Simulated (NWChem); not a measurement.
Species: C$_{2}$H$_{4}$F$_{2}$Si; SMILES C=C(F)[SiH2]F

```xyz
9

C     -1.4746     1.1137     0.0000
C     -0.1572     0.8581     0.0000
F      0.7532     1.8698     0.0000
Si     0.6323    -0.8547     0.0000
F     -0.6015    -1.9365     0.0000
H     -2.1814     0.2716     0.0000
H     -1.8637     2.1442     0.0000
H      1.4613    -1.0556     1.2330
H      1.4613    -1.0556    -1.2330
```
Atoms are numbered in this order, from 1.

Results from NWChem. Pople sets run with spherical d functions. Geometry: optimised at PBE-D3(BJ)/def2-SVP. Static field.

For level LDA (Slater exchange, VWN5)/6-31+G*:

| Item | Value |
|---|---|
| isotropic polarisability (bohr³) | 50.9 |
| anisotropy (bohr³) | 23.0 |

### Question
What are these values for level CAM-B3LYP/6-31+G*?

### Answer
The isotropic polarisability (bohr³) is 47.8 and the anisotropy (bohr³) is 21.7.
